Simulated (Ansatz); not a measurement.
Born–Oppenheimer molecular dynamics of BFH3NO (7 atoms, charge 0, multiplicity 1). It starts from a rough guess of a transition structure, not a stationary point.

Method: UKS B3LYP/6-31G* in Ansatz.

```
ensemble                      : NVE (velocity Verlet)
time step                     : 0.5 fs
steps asked                   : 150
starting velocities drawn for : 100 K
seed                          : 781477
```

First frame:

```xyz
7
Properties=species:S:1:pos:R:3
B -0.600 0.615 0.452
N 0.557 -0.599 -0.210
O -0.933 1.062 -0.696
H -0.098 0.175 -1.094
F -0.819 0.777 1.725
H 1.544 -0.448 -0.056
H 0.349 -1.583 -0.121
```

Problem. How far do the bonds stretch over the last three quarters of this one trajectory? (Pairs bonded in most of those frames.)

Solution. 
| bond | mean (Å) | spread (Å) | shortest | longest |
| --- | --- | --- | --- | --- |
| B1–N2 | 1.461 | 0.071 | 1.34 | 1.58 |
| B1–O3 | 1.404 | 0.097 | 1.26 | 1.59 |
| B1–F5 | 1.338 | 0.027 | 1.29 | 1.40 |
| N2–H6 | 1.022 | 0.008 | 1.01 | 1.04 |
| N2–H7 | 1.023 | 0.017 | 0.99 | 1.06 |
| O3–H4 | 0.971 | 0.030 | 0.91 | 1.03 |

Mean temperature of the second half: 1803 K. The conserved energy stayed within 0.38 meV per atom of its start (net change -0.2 meV per atom), so the integration is sound. The kinetic energy rose, since the run started high on the potential surface and went downhill. A run of 0.075 ps of so small a system gives no equilibrium averages. The orbitals were unrestricted but ended closed-shell.

Run time: 6.4 min on 1 thread of Arm Neoverse V1, on a shared host, peak memory 0.15 GiB.
